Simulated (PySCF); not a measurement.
FGeH7Si2, SMILES F[SiH2][SiH2][GeH3]. Heavy atoms are numbered as in [SiH2:1]([F:2])[SiH2:3][GeH3:4]. Hydrogens are named by the atom that carries them.

Geometry optimised at r2SCAN-D4/def2-SVP. This is a generated structure with no PubChem entry under its InChIKey; it may be hypothetical. Other conformers were not sampled.

The numbers are results of PBE/pcSseg-1 (PySCF), not measurements.

GIAO shieldings, no solvent; atoms alike by connectivity are averaged. δ = σ(ref) − σ: ²⁹Si against TMS (σ = 335.4 ppm); ¹⁹F against CFCl3 (σ = 133.6 ppm); ⁷³Ge against GeH4 (σ = 1614.4 ppm); ¹H against TMS (σ = 31.49 ppm), references at their B3LYP-D3(BJ)/def2-TZVP geometries, non-relativistic.

| nucleus | atoms | count | δ (ppm) |
|---|---|---|---|
| ²⁹Si | Si1 (SiH2) | 1 | 14.3 |
| ²⁹Si | Si3 (SiH2) | 1 | -111.7 |
| ¹⁹F | F2 | 1 | -276.0 |
| ⁷³Ge | Ge4 (GeH3) | 1 | -24.2 |
| ¹H | H on Si1 | 2 | 6.17 |
| ¹H | H on Si3 | 2 | 4.04 |
| ¹H | H on Ge4 | 3 | 3.77 |
